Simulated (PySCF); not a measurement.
Te(H)(NH2) (H₃NTe), SMILES N[TeH]. Geometry: B3LYP-D3(BJ)/def2-TZVP. The def2 effective core potentials stand for the cores of Te; spin–orbit coupling is left out.

Computed with PySCF 2.14.0 with B3LYP-D3(BJ)/def2-TZVP.

Harmonic wavenumbers (cm⁻¹): 403, 517, 668, 789, 963, 1576, 2033, 3500, 3599. Rotational constants (GHz): 112.5, 7.918, 7.706; symmetry number 1.

Question: Work out the zero-point energy and the ideal-gas rigid-rotor harmonic-oscillator thermochemistry at 298.15 K and 1 atm.

Answer: ZPE = ½ Σ hcν = ½ × 14048 cm⁻¹ = 84.02 kJ/mol. H − E(el) = 95.97 kJ/mol. Entropy in J/(mol K): translation 170.78, rotation 89.44, vibration 9.42, total 269.64. G − E(el) = 15.58 kJ/mol. Cp = 53.03 J/(mol K).
